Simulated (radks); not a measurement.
The numbers below are computed, except where a source is named.
Task: These are the eigenvalues of the occupied orbitals of an atom or ion with whole-number occupations (eV). Level of theory: scalar-relativistic Kohn-Sham, PBE, spin-polarised, spherical densities, finite nucleus; Fermi nuclear charge, rms radius of each element as measured or else 0.836 A^(1/3) + 0.57 fm (a radial shooting solver on a logarithmic mesh with Libxc functionals).

| orbital | eigenvalue |
|---|---|
| 1s up | -3132.497 |
| 2s up | -652.2594 |
| 2s down | -639.9553 |
| 2p up | -624.1612 |

Which element is it, and in what charge state? The configuration may be excited. Open shells, if any, are filled with parallel spins first.

Result: Z = 16, sulfur, charge +12: S12+ in 1s1 2s2 2p1. The list shows which subshells hold electrons but not how many an open one holds; the 1s level, -115.12 hartree, gives Z - s = 15.2 by -(Z - s)^2/2, which with screening and relativity narrows Z to a few neighbours, and the depths of the outer levels then fix element, charge and occupations together.
